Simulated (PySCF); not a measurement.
## NbH from Hartree–Fock to correlated methods

State: ⁵Δ (quintet), unpaired electrons σ ↑, π ↑↑, δ ↑. Set-up: PySCF, scalar-relativistic core potentials, basis sets Nb def2-TZVPP with ECP28, H def2-TZVPP. De refers to Nb (4d4 5s1) + H in their high-spin ground configurations, without counterpoise correction. The functionals are run spin-unrestricted. A positive dipole means Nb(−)H(+).

```json
{"Level": "UHF", "Re (Å)": "1.827", "ωe (cm⁻¹)": "1626", "De (eV)": "n/a", "μ (D)": "-2.53", "CPU s a point (SCF and correlation, without the integrals)": "1"}
{"Level": "UHF-MP2", "Re (Å)": "1.744", "ωe (cm⁻¹)": "1801", "De (eV)": "n/a", "μ (D)": "n/a", "CPU s a point (SCF and correlation, without the integrals)": "1.5"}
{"Level": "UHF-SCS-MP2", "Re (Å)": "1.759", "ωe (cm⁻¹)": "1761", "De (eV)": "n/a", "μ (D)": "n/a", "CPU s a point (SCF and correlation, without the integrals)": "n/a"}
{"Level": "UHF-CCSD", "Re (Å)": "1.772", "ωe (cm⁻¹)": "1724", "De (eV)": "2.73", "μ (D)": "n/a", "CPU s a point (SCF and correlation, without the integrals)": "n/a"}
{"Level": "UHF-CCSD(T)", "Re (Å)": "1.769", "ωe (cm⁻¹)": "1725", "De (eV)": "2.79", "μ (D)": "n/a", "CPU s a point (SCF and correlation, without the integrals)": "40"}
{"Level": "PBE", "Re (Å)": "1.765", "ωe (cm⁻¹)": "1703", "De (eV)": "2.76", "μ (D)": "-2.17", "CPU s a point (SCF and correlation, without the integrals)": "0.94"}
{"Level": "PBEsol", "Re (Å)": "1.759", "ωe (cm⁻¹)": "1723", "De (eV)": "2.87", "μ (D)": "-2.16", "CPU s a point (SCF and correlation, without the integrals)": "0.56"}
{"Level": "r²SCAN", "Re (Å)": "1.765", "ωe (cm⁻¹)": "1718", "De (eV)": "2.73", "μ (D)": "-2.22", "CPU s a point (SCF and correlation, without the integrals)": "1.4"}
{"Level": "TPSSh", "Re (Å)": "1.774", "ωe (cm⁻¹)": "1721", "De (eV)": "2.96", "μ (D)": "-2.33", "CPU s a point (SCF and correlation, without the integrals)": "1.7"}
{"Level": "PBE0", "Re (Å)": "1.764", "ωe (cm⁻¹)": "1721", "De (eV)": "2.67", "μ (D)": "-2.40", "CPU s a point (SCF and correlation, without the integrals)": "1.9"}
{"Level": "MN15", "Re (Å)": "1.757", "ωe (cm⁻¹)": "1757", "De (eV)": "2.86", "μ (D)": "-2.70", "CPU s a point (SCF and correlation, without the integrals)": "1.8"}
{"Level": "ωB97X", "Re (Å)": "1.784", "ωe (cm⁻¹)": "1669", "De (eV)": "3.04", "μ (D)": "-2.71", "CPU s a point (SCF and correlation, without the integrals)": "1.7"}
{"Level": "B2PLYP", "Re (Å)": "1.766", "ωe (cm⁻¹)": "1729", "De (eV)": "2.85", "μ (D)": "-2.51", "CPU s a point (SCF and correlation, without the integrals)": "1.3"}
```

(1) Which functional lies closest to UHF-CCSD(T) in De, which farthest, and by how much do they differ from it?

(2) What does the step from GGA to meta-GGA do here, going from PBE to r²SCAN?

(3) What does second-order correlation do here, going from UHF to UHF-MP2?

Correlated steps freeze no core orbitals. The metal atom is held in its measured ground configuration; semilocal functionals can put another filling of s and d lower by some tenths of an eV, and De to that atom would be smaller. Spin–orbit coupling is left out, which matters for elements this heavy, above all for dissociation energies. B2PLYP dipoles, levels and charges come from its SCF part alone. With d or f electrons several states lie close, and the lowest PBE0 determinant need not be the measured ground state.

The whole job (state search and all levels along the bond) took about 10 min on 1 thread of Arm Neoverse V1 (shared host), peak memory 1.6 GiB.

## Answers

(1) Closest is PBE (-0.4 pm in Re, -1.3 % in ωe, -0.03 eV in De against UHF-CCSD(T) in the same basis), farthest ωB97X (+1.5 pm in Re, -3.2 % in ωe, +0.25 eV in De). CCSD(T) converges more slowly with the basis than the functionals do and binds too weakly in this one, so the order can change at the basis-set limit.

(2) r²SCAN less PBE: +0.0 pm in Re, +0.9 % in ωe, -0.03 eV in De. 

(3) UHF-MP2 less UHF: -8.3 pm in Re, +10.8 % in ωe. Correlation nearly always deepens the well. The bond shortens, as in weak, metallic or heavy-atom bonds, where dispersion and the correlation of outer-core electrons pull the atoms together.
